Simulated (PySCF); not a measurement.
NICS in isomers of C5H2ClFOS.

Definitions: NICS(0) = −σiso at the ring centroid; NICS(1) = −σiso and NICS(1)zz = −σzz at ±1 Å along the ring normal z. Level: GIAO PBE0/pcSseg-1 (PySCF, non-relativistic, gas phase) on the GFN2-xTB geometries, one conformer each. Atom numbers follow the mapped SMILES.

Question: Order these rings by mean NICS(1)zz, lowest (most negative) first (ppm).
A. ring C2–O3–C4–C5–C6–C8 in `[F:1][c:2]1[o:3][cH:4][cH:5][c:6](=[S:7])[c:8]1[Cl:9]`
B. ring C4–S5–C6–C7–C8 in `[O:1]=[C:2]([F:3])[c:4]1[s:5][cH:6][cH:7][c:8]1[Cl:9]`
C. ring C4–S5–C6–C7–C8 in `[O:1]=[C:2]([Cl:3])[c:4]1[s:5][cH:6][cH:7][c:8]1[F:9]`
D. ring C2–C3–C5–S6–C7–C8 in `[O:1]=[c:2]1[c:3]([F:4])[cH:5][s:6][cH:7][c:8]1[Cl:9]`
E. ring C2–C3–C4–S5–C6–C8 in `[O:1]=[c:2]1[cH:3][cH:4][s:5][c:6]([Cl:7])[c:8]1[F:9]`

Answer: B (-23.4), C (-22.0), D (-8.4), E (-6.4), A (-4.3).

| SMILES | ring | NICS(0) | NICS(1) | NICS(1)zz | HOMA | rms pucker (Å) | ring atoms with four or more neighbours |
| --- | --- | --- | --- | --- | --- | --- | --- |
| O=C(F)c1sccc1Cl | 5-membered ring with S; formal bonds all aromatic | -12.3 | -10.7 | -23.4 | 0.87 | 0.00 | 0 |
| O=C(Cl)c1sccc1F | 5-membered ring with S; formal bonds all aromatic | -13.2 | -10.3 | -22.0 | 0.89 | 0.00 | 0 |
| O=c1c(F)cscc1Cl | 6-membered ring with S; bonds drawn aromatic by RDKit's count | -4.1 | -5.4 | -8.4 | 0.21 | 0.00 | 0 |
| O=c1ccsc(Cl)c1F | 6-membered ring with S; bonds drawn aromatic by RDKit's count | -3.4 | -4.7 | -6.4 | 0.20 | 0.00 | 0 |
| Fc1occc(=S)c1Cl | 6-membered ring with O; bonds drawn aromatic by RDKit's count | -0.5 | -3.5 | -4.3 | 0.25 | 0.00 | 0 |

NICS(0) gives another order. The isotropic NICS(1) gives the same order. Over the 5 rings with a HOMA value its correlation coefficient with NICS(1)zz is -0.98. HOMA uses Krygowski's 1993 parameters. NICS(1) and NICS(1)zz are means over the two faces.
